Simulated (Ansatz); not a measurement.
Start from `[BH2][SnH2][OH]` and change one element to get `[BH2][GeH2][OH]`.

Ansatz, PBE0-D4/def2-TZVP geometries, multiplicity 1. Each molecule was computed in one conformer, which needn't be the lowest.

Elements past krypton have def2 core potentials. Scalar relativity is left out up to krypton.

```csv
property,`[BH2][SnH2][OH]`
HOMO energy (PBE0/def2-TZVPP) / eV,-7.70
HOMO–LUMO gap (PBE0/def2-TZVPP) / eV,4.94
HOMO energy (ωB97M-V/def2-TZVPP) / eV,-9.91
HOMO–LUMO gap (PBE/def2-TZVPP) / eV,2.52
zero-point energy (PBE0-D4/def2-TZVP) / kJ/mol,120.5
HOMO energy (B3LYP/def2-TZVPP) / eV,-7.48
```

Problem. What does the change do to each property? (Best estimate.)

Solution. The calculation gave: 
```tsv
property	`[BH2][GeH2][OH]`	shift
HOMO energy (PBE0/def2-TZVPP) / eV	-8.24	-0.54
HOMO–LUMO gap (PBE0/def2-TZVPP) / eV	5.74	0.80
HOMO energy (ωB97M-V/def2-TZVPP) / eV	-10.54	-0.63
HOMO–LUMO gap (PBE/def2-TZVPP) / eV	3.14	0.62
zero-point energy (PBE0-D4/def2-TZVP) / kJ/mol	128.5	8.0
HOMO energy (B3LYP/def2-TZVPP) / eV	-8.00	-0.52
```

With PBE0 the HOMO falls by 0.54 eV and the LUMO rises by 0.26 eV, so the gap widens by about 0.80 eV. PBE moves the HOMO by -0.39 eV and ωB97M-V by -0.63 eV.

B3LYP here is the variant with VWN-RPA as its local correlation; programs differ in this.
